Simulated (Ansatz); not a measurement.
Isolated molecules relaxed with PBE0-D4/def2-TZVP in Ansatz; ΔE leaves out vibrations. CCSD(T)/CBS adds triple-zeta CCSD(T) − MP2 to the extrapolated MP2 energy (def2 sets, frozen cores). This one scheme is used for every species. Functionals use def2-TZVPP. B3LYP here is the variant with VWN-RPA as its local correlation; programs differ in this. One conformer a species, not always the lowest.

`O=C[SiH]([SiH3])[SiH3]` + H–F → `O=C[SiH](F)[SiH3]` + SiH₄  (cleavage of the Si–Si bond)

| level | ΔE (kcal/mol) | difference from CCSD(T)/CBS |
| --- | --- | --- |
| PBE-D4 | -21.4 | 4.7 |
| r2SCAN-D4 | -26.1 | 0.0 |
| PBE0-D4 | -22.4 | 3.7 |
| B3LYP-D4 | -27.5 | -1.4 |
| ωB97X-V | -27.9 | -1.8 |
| ωB97M-V | -28.5 | -2.4 |
| B2PLYP | -29.5 | -3.4 |
| PBE | -23.1 | 3.0 |
| r2SCAN | -26.6 | -0.5 |
| PBE0 | -24.0 | 2.1 |
| B3LYP | -30.2 | -4.1 |
| HF/def2-TZVPP | -35.5 | -9.4 |
| MP2/def2-TZVPP | -27.0 | -0.9 |
| SCS-MP2/def2-TZVPP | -29.5 | -3.4 |
| CCSD/def2-TZVPP | -27.9 | -1.8 |
| CCSD(T)/def2-TZVPP | -26.5 | -0.4 |
| HF/def2-QZVPP | -36.1 | -10.0 |
| MP2/def2-QZVPP | -27.0 | -0.9 |
| SCS-MP2/def2-QZVPP | -29.4 | -3.3 |
| HF/CBS(def2) | -36.2 | -10.1 |
| MP2/CBS(def2) | -26.7 | -0.6 |
| CCSD/CBS(def2) | -27.5 | -1.4 |
| CCSD(T)/CBS | -26.1 | 0 |

Largest T1 diagnostic among the species: 0.016.

From PBE to PBE0 (25 % exact exchange), in def2-TZVPP and without D4, ΔE moves by −0.9 kcal/mol. The D4 term adds +2.7 kcal/mol with B3LYP and +1.6 kcal/mol with PBE0; it sums over pairs of atoms, weighted by their polarisabilities, and B3LYP, whose exchange is more repulsive, gets the larger term.
